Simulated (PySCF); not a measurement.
Compound: vinylcyanodiacetylene, C7H3N.
Geometry (PBE0-D3(BJ)/def2-SVP, Å), atoms numbered from 1 in this order:
```xyz
11
C7H3N angstrom
C     -2.7037    1.5691   -0.4960
C     -1.4246    1.6214   -0.9029
C     -0.4159    0.7373   -0.4549
C      0.4730   -0.0178   -0.0816
C      1.4500   -0.8612    0.3389
C      2.3265   -1.6268    0.7212
C      3.3067   -2.4803    1.1471
N      4.1396   -3.2085    1.5112
H     -3.4363    2.2817   -0.8809
H     -3.0451    0.8206    0.2233
H     -1.1106    2.3837   -1.6264
```

Method: core-valence-separated Tamm–Dancoff BHandHLYP/aug-pcX-1 (pcseg-1 on H) in PySCF, non-relativistic, gas phase, PBE0-D3(BJ)/def2-SVP geometry. Absolute energies from this functional tend to lie a few eV below measured edges; no shift was applied.

The lowest roots of each edge with f over 0.003 (five at most, numbered afresh; weaker and dark ones are left out), with transition dipoles (au) in the frame of the coordinates:

```
root  edge  E (eV)       μx       μy       μz
   1     C  281.92   0.0201   0.0588   0.0707
   2     C  282.95  -0.0149  -0.0436  -0.0524
   3     C  283.07   0.0214   0.0624   0.0751
   4     C  283.11  -0.0625  -0.0448   0.0550
   5     C  283.21  -0.0085  -0.0249  -0.0300
   6     N  396.57   0.0160   0.0472   0.0578
   7     N  396.57   0.0512   0.0366  -0.0441
   8     N  401.60  -0.0048  -0.0140  -0.0169
   9     N  402.61  -0.0142  -0.0112   0.0133
```

Task: What are the oscillator strengths?

Result: f = (2/3) ΔE |μ|², with ΔE in hartree (27.2114 eV):

```json
{"root": "1", "ΔE (Eh)": "10.3603", "|μ|² (au)": "0.008860", "f": "0.061", "core hole on": "C1"}
{"root": "2", "ΔE (Eh)": "10.3982", "|μ|² (au)": "0.004869", "f": "0.034", "core hole on": "C2"}
{"root": "3", "ΔE (Eh)": "10.4026", "|μ|² (au)": "0.009992", "f": "0.069", "core hole on": "C3"}
{"root": "4", "ΔE (Eh)": "10.4041", "|μ|² (au)": "0.008938", "f": "0.062", "core hole on": "C3"}
{"root": "5", "ΔE (Eh)": "10.4079", "|μ|² (au)": "0.001592", "f": "0.011", "core hole on": "C4"}
{"root": "6", "ΔE (Eh)": "14.5735", "|μ|² (au)": "0.005825", "f": "0.057", "core hole on": "N8"}
{"root": "7", "ΔE (Eh)": "14.5738", "|μ|² (au)": "0.005906", "f": "0.057", "core hole on": "N8"}
{"root": "8", "ΔE (Eh)": "14.7587", "|μ|² (au)": "0.000505", "f": "0.005", "core hole on": "N8"}
{"root": "9", "ΔE (Eh)": "14.7958", "|μ|² (au)": "0.000504", "f": "0.005", "core hole on": "N8"}
```

Task: What is the unit vector of the normal of the molecular plane, and which share of each root's |μ|² lies along it?

Result: (-0.21, -0.62, -0.75), up to sign.

```
root  core hole on  share along it  final orbital under reflection in the plane
   1            C1            1.00                                          odd
   2            C2            1.00                                          odd
   3            C3            1.00                                          odd
   4            C3            0.00                                         even
   5            C4            1.00                                          odd
   6            N8            1.00                                          odd
   7            N8            0.00                                         even
   8            N8            1.00                                          odd
   9            N8            0.00                                         even
```

The 1s orbitals of atoms in the plane are even under the reflection, so light polarised along the normal reaches odd orbitals alone (the out-of-plane π set) and light polarised in the plane even ones.

Task: For fixed molecules, how does the intensity of root 1 change when the electric field is turned 70° away from the normal of the molecular plane?

Result: Intensity goes as (E·μ)², and μ lies along that direction, so it falls to cos²70° = 0.12 of its maximum; it vanishes at 90°.

Task: Molecules are fixed in this frame and the field points along y. What effective strengths 3 f cos²θ do the roots have (θ between field and μ)?

Result: root 1 (C1): 0.072, root 2 (C2): 0.040, root 3 (C3): 0.081, root 4 (C3): 0.042, root 5 (C4): 0.013, root 6 (N8): 0.065, root 7 (N8): 0.039, root 8 (N8): 0.006, root 9 (N8): 0.004. Root 3 is the strongest. Averaged over all orientations cos²θ is 1/3, which gives f back.

